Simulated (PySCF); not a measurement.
## Ionising MgTl

ROHF-SCS-MP2; basis Mg def2-SVP, Tl def2-SVP with ECP60; scalar-relativistic core potentials; PySCF 2.14. Neutral (ROHF): doublet (π ↑), Re = 3.199 Å, ωe = 95.9 cm⁻¹, De = 0.18 eV.

MgTl⁺ (RHF): singlet (closed shell), Re = 3.448 Å, ωe = 110 cm⁻¹. The energies at the minima are -371.13688 hartree for MgTl and -370.96113 for MgTl⁺.

**Question.** Work out the adiabatic ionisation energy, without and with harmonic zero-point energies (1 hartree = 27.2114 eV, 1 eV = 8065.5 cm⁻¹), and the change of the bond length.

**Answer.** At SCS-MP2: 0.17575 hartree = 4.782 eV between the minima; the zero-point term (110.0 − 95.9)/2 cm⁻¹ = +0.001 eV makes it 4.783 eV. Re changes by +24.9 pm against the neutral. The electron leaves a π orbital, and the longer bond of the ion fits a bonding orbital, or a change in how ionic the bond is.

Correlated steps freeze 5 core orbitals. Weak bonds: MgTl. Basis-set superposition, not corrected here, can be much of De in a small basis, most of all at correlated wavefunction levels. These are scalar-relativistic numbers at best; spin–orbit coupling would shift them, the dissociation energy most. States were picked by a PBE0 search and need not be the measured ground states.
